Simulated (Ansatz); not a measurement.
Calculated with Ansatz (gas phase, PBE0-D4/def2-TZVP geometries, no zero-point term in ΔE). CCSD(T)/CBS adds triple-zeta CCSD(T) − MP2 to the extrapolated MP2 energy (def2 sets, frozen cores). This one scheme is used for every species, atoms too. DFT in def2-TZVPP. No spin–orbit coupling; open shells (•) take unrestricted orbitals. Spin–orbit coupling would lower the free atoms: a little for C, F, Si. Each species was taken in one conformer, which may not be the lowest.

`C=CC[SiH](F)F` → 3 C• + 2 F• + 6 H• + Si•  (atomization)

CCSD(T)/CBS gives +1194.3 kcal/mol.

Question: Another level gave +1187.5 kcal/mol. Which?
A. CAM-B3LYP/def2-TZVPP
B. r2SCANh-D4/def2-TZVPP
C. r2SCAN0-D4/def2-TZVPP
D. ωB97M-V/def2-TZVPP

Answer: B. r2SCANh-D4 1187.5, r2SCAN0-D4 1177.0, CAM-B3LYP 1192.3, ωB97M-V 1194.3 kcal/mol.

Largest T1 diagnostic among the species: 0.012.

In def2-TZVPP, CCSD(T) changes the Hartree–Fock value by +263.6 kcal/mol (the triples alone add +16.2 kcal/mol) and MP2 by +289.1 kcal/mol; breaking electron pairs costs correlation energy, which Hartree–Fock lacks. From r2SCAN to r2SCAN0 (25 % exact exchange), in def2-TZVPP and without D4, ΔE moves by −17.9 kcal/mol: exact exchange takes away binding that semilocal exchange gives to molecules.

For atomizations the MP2-based limit and the directly extrapolated one differ by several kJ/mol either way, and by 10 to 25 for some Ge, Se and Sn compounds, so smaller differences from it don't rank the levels.
